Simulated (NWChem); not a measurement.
System: C₄H₂ClF; SMILES C#C/C(F)=C\Cl

Input file for NWChem:

```
start job
memory heap 200 mb stack 900 mb global 1100 mb
geometry units angstroms noautoz
  C      1.993021    -1.535952     0.000000
  C      0.849701    -1.132583     0.000000
  C     -0.495921    -0.678073     0.000000
  F     -1.424451    -1.637457     0.000000
  C     -0.905966     0.600905     0.000000
  Cl     0.166368     1.929480     0.000000
  H      3.008476    -1.888949     0.000000
  H     -1.971926     0.836507     0.000000
end
basis spherical
  C library aug-cc-pvdz
  F library aug-cc-pvdz
  Cl library aug-cc-pvdz
  H library aug-cc-pvdz
end
dft
  xc pbe0
  iterations 150
  mulliken
end
task dft energy
```

All runs use the structure optimised with PBE0/def2-SVP.

What results follow from this input? (PBE0/aug-cc-pVDZ.) Quantities: basis functions; energy (Ha); highest occupied level (eV); orbital gap (eV); dipole (D).

The number of basis functions comes out as 160. The energy (Ha) is -713.17 and the highest occupied level (eV) comes out as -7.18. The orbital gap (eV) is 5.71. The dipole (D) comes out as 0.61.
